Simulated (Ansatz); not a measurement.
```csv
atom,x (Å),y (Å),z (Å)
C,0.0000,0.0000,-0.7498
P,0.0000,0.0000,0.7498
```

Basis set: cc-pVTZ on C; cc-pV(T+d)Z on P (spherical functions). Left uncorrelated: 6 orbitals. Correlation on ROHF uses semicanonical orbitals with singles. Charge 0, multiplicity 2.

Computed with Ansatz (development build ahead of 0.2.0); the reference of a correlated method needn't be the lowest determinant of its kind.

The atomization energy at this shape (free ground-state atoms in the same class of orbitals less the molecule, no zero-point energy) of doublet CP:

```
      method  atomization energy
ROHF-CCSD(T)             4.93 eV
 UHF-BCCD(T)             4.92 eV
```

Task: What does UHF-CCSD(T) give?

Result: 4.87 eV. Caution: the reference determinant was not shown to be the lowest. Caution for ROHF-CCSD(T): an unrestricted determinant lies well below. Caution for UHF-CCSD(T): another reference gives a lower total.
